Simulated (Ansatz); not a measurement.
F₂H₄OSi₂ (`F[SiH2]O[SiH2]F`), relaxed with RKS PBE-D4/def2-SVP in Ansatz 0.2.0 from a rough embedded geometry. The force threshold is 0.03 eV/Å; the program also tests the step.

The species carries charge 0 and has multiplicity 1.

Start:

```xyz
9

F    -0.177   -1.275   -1.841
Si   -0.098   -1.515   -0.263
O     0.462   -0.135    0.442
Si    0.200    1.456    0.306
F     0.963    2.174    1.553
H     0.797   -2.637    0.024
H    -1.497   -1.803    0.230
H     0.633    2.030   -0.950
H    -1.282    1.706    0.498
```

```tsv
step	energy (eV)	largest force (eV/Å)	largest move (Å)
1	-23279.7634	2.070	0.000
2	-23279.8750	0.775	0.050
3	-23279.9105	0.305	0.172
4	-23279.9220	0.178	0.122
5	-23279.9245	0.067	0.048
6	-23279.9262	0.063	0.075
7	-23279.9275	0.069	0.042
8	-23279.9295	0.114	0.068
9	-23279.9317	0.143	0.048
10	-23279.9342	0.219	0.124
11	-23279.9360	0.158	0.018
12	-23279.9386	0.031	0.055
13	-23279.9388	0.004	0.021
14	-23279.9390	0.021	0.046
```

End:

```xyz
9

F    -0.564   -1.800   -1.840
Si   -0.107   -1.548   -0.293
O     0.538   -0.017   -0.177
Si    0.178    1.546    0.269
F     0.705    1.783    1.797
H     0.961   -2.536    0.041
H    -1.331   -1.661    0.565
H     0.927    2.477   -0.627
H    -1.307    1.756    0.265
```

Hardware: 4 threads of an Arm Neoverse V2 on a shared host. Wall time 13 s, peak host memory 0.13 GiB.
